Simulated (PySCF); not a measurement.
C4H7O2, SMILES [CH]1COCCO1, multiplicity 2. Geometry: B3LYP-D3(BJ)/def2-SVP. The isomer is the one that the SMILES or the coordinates give; other isomers of the formula were not compared. The values are those of a single conformer.

Computed equilibrium geometry at B3LYP-D3(BJ)/def2-SVP (PySCF confirms it by a frequency run) as a Z-matrix (one conformer of several):
```
C
H 1 1.1008
O 1 1.4104 2 107.68
H 1 1.1107 2 108.27 3 -119.62
C 3 1.4169 1 110.66 2 -179.21
H 5 1.1010 3 107.80 1 -173.49
H 5 1.1195 6 107.01 3 116.84
C 5 1.4979 6 110.43 7 120.09
O 8 1.3621 5 118.01 6 162.26
H 8 1.0940 9 112.53 1 -161.45
C 9 1.4267 8 114.52 10 173.52
H 11 1.1000 9 106.75 8 168.13
H 11 1.1052 12 109.10 9 -117.67
```
Charge 0, spin multiplicity 2.
